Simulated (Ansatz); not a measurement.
Cost and result for the atomization energy of C2H7NSSi, SMILES `CN(C)[Si]S` (12 atoms, 11 bonds).

Z-matrix (Å, degrees):
```
C
N 1 1.442
H 1 1.089 2 111.3
H 1 1.096 2 110.1 3 119.0
H 1 1.097 2 111.7 3 -121.6
C 2 1.452 1 112.0 3 -166.4
Si 2 1.718 1 132.6 3 14.5
H 6 1.097 2 111.1 1 -61.0
H 6 1.096 2 110.9 1 59.3
H 6 1.093 2 110.1 1 179.3
S 7 2.169 2 105.6 1 5.9
H 11 1.344 7 102.8 2 9.9
```

Charge 0, multiplicity 1. All single points use the PBE0-D4/def2-TZVP geometry. It is a higher conformer; a search finds a lower one. Program: Ansatz. All runs use 4 threads of a server CPU on a shared host. Times are those of one run each, without the atoms' runs, and a repeat can differ threefold. Electronic energies, without spin–orbit coupling; frozen cores. CCSD(T)/CBS adds CCSD(T) − MP2 in def2-TZVPP to the MP2 limit, and its time is that of the two runs behind it. T1 = 0.014. HSE06 is the plane-wave form, built on full-range PBE exchange.

CCSD(T)/CBS is a level of theory with its own doubt, some kJ/mol a heavy atom from the limit and from the frozen cores, so smaller differences don't rank the functionals.

| level | functions | wall time | atomization (kcal/mol) | difference from CCSD(T)/CBS | per bond |
| --- | --- | --- | --- | --- | --- |
| LDA (SPW92)/def2-TZVPP | 275 | 1.6 s | 1186.9 | 153.4 | 13.9 |
| revPBE-D4/def2-TZVPP | 275 | 2.5 s | 1034.0 | 0.5 | 0.0 |
| PBE0-D4/def2-TZVPP | 275 | 3.8 s | 1037.9 | 4.4 | 0.4 |
| BHLYP-D4/def2-TZVPP | 275 | 3.9 s | 1006.6 | -26.9 | -2.4 |
| HSE06-D4/def2-TZVPP | 275 | 4.2 s | 1038.7 | 5.2 | 0.5 |
| r2SCAN-D4/def2-TZVPP (with forces) | 275 | 6 s | 1033.7 | 0.2 | 0.0 |
| CCSD(T)/def2-SVP | 113 | 6 s | 970.6 | -62.9 | -5.7 |
| PBE-QIDH/def2-TZVPP | 275 | 7.5 s | 1025.5 | -8.0 | -0.7 |
| ωB97X-V/def2-TZVPP | 275 | 9.5 s | 1038.4 | 4.9 | 0.4 |
| ωB97M-V/def2-TZVPP (with forces) | 275 | 14 s | 1040.7 | 7.2 | 0.7 |
| MP2/def2-QZVPP | 521 | 30 s | 1032.3 | -1.2 | -0.1 |
| CCSD(T)/def2-TZVPP | 275 | 3.5 min | 1004.4 | -29.1 | -2.6 |
| CCSD(T)/CBS(def2) | – | 4 min | 1033.5 | 0.0 | 0.0 |

At CCSD(T), def2-SVP lies −62.9 kcal/mol from the extrapolated value and def2-TZVPP −29.1 kcal/mol: correlation converges slowly with the basis, and small sets miss more of it in the bonded molecule than in its fragments. From PBE to PBE0 (25 % exact exchange), in def2-TZVPP and without D4, the atomization energy moves by −18.1 kcal/mol: exact exchange takes away binding that semilocal exchange gives to molecules. The D4 term adds +11.7 kcal/mol with B3LYP and +6.2 kcal/mol with PBE0; it sums over pairs of atoms, weighted by their polarisabilities, and B3LYP, whose exchange is more repulsive, gets the larger term.

B3LYP here is the variant with VWN-RPA as its local correlation; programs differ in this.
